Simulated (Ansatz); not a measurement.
Consider the hydrogen abstraction from the N–H bond: `[NH2][GeH2][Cl]` + `[SiH3]`• → `[NH][GeH2][Cl]`• + SiH₄.

Isolated molecules relaxed with PBE0-D4/def2-TZVP in Ansatz; ΔE leaves out vibrations. CBS: MP2 limit from def2 TZ/QZ plus the TZ coupled-cluster correction, frozen cores. This one scheme is used for every species. DFT in def2-TZVPP. B3LYP here is the variant with VWN-RPA as its local correlation; programs differ in this. Open shells (•) are unrestricted, without spin–orbit coupling. For Ge outer-core shells are correlated without core-valence functions, which leaves a few kJ/mol of doubt a bond. Scalar relativity is left out up to krypton. One conformer a species, not always the lowest.

`[NH2][GeH2][Cl]`:

Cartesian coordinates in Å:
```
N 0.732 0.056 0.945
Ge -0.148 0.139 -0.644
Cl -2.082 -0.856 -0.590
H 0.988 -0.875 1.243
H 0.276 0.534 1.710
H 0.675 -0.604 -1.698
H -0.442 1.605 -0.965
```

`[SiH3]`•:

```xyz
4

Si   -0.205   -0.207   -0.171
H    -0.936    1.068    0.051
H     1.012    0.007   -0.997
H     0.128   -0.868    1.117
```

`[NH][GeH2][Cl]`•:

Z-matrix (Å, degrees):
```
Ge
Cl 1 2.163
N 1 1.850 2 112.3
H 1 1.533 2 107.3 3 -118.8
H 1 1.532 2 107.3 3 118.8
H 3 1.025 1 110.5 2 0.1
```

SiH₄:

Z-matrix (Å, degrees):
```
Si
H 1 1.485
H 1 1.485 2 109.5
H 1 1.485 2 109.5 3 -120.0
H 1 1.485 2 109.5 3 120.0
```

```csv
level,ΔE (kcal/mol),difference from CCSD(T)/CBS
B3LYP-D4,18.7,-2.5
r2SCANh-D4,19.7,-1.5
BHLYP-D4,16.7,-4.5
CAM-B3LYP-D4,19.5,-1.7
PBE-QIDH,22.3,1.1
PBE,21.9,0.7
PBE0,21.3,0.1
r2SCANh,19.7,-1.5
CAM-B3LYP,19.4,-1.8
LC-ωPBE,22.0,0.8
HF/def2-SVP,11.8,-9.4
CCSD/def2-SVP,19.7,-1.5
MP2/def2-TZVPP,25.8,4.6
MP2/def2-QZVPP,26.3,5.1
SCS-MP2/def2-QZVPP,22.7,1.5
HF/CBS(def2),10.5,-10.7
CCSD(T)/CBS,21.2,0
```

Largest T1 diagnostic among the species: 0.015.

From BLYP to BHLYP (50 % exact exchange), in def2-TZVPP and without D4, ΔE moves by −1.6 kcal/mol. In def2-TZVPP, CCSD(T) changes the Hartree–Fock value by +9.8 kcal/mol (the triples alone add +0.9 kcal/mol) and MP2 by +15.3 kcal/mol. Leaving LDA and LC-ωPBE aside and taking each functional with its dispersion term where it has one, the values spread over 5.6 kcal/mol, from BHLYP-D4 to PBE-QIDH. LDA lies +5.9 kcal/mol from PBE without D4.
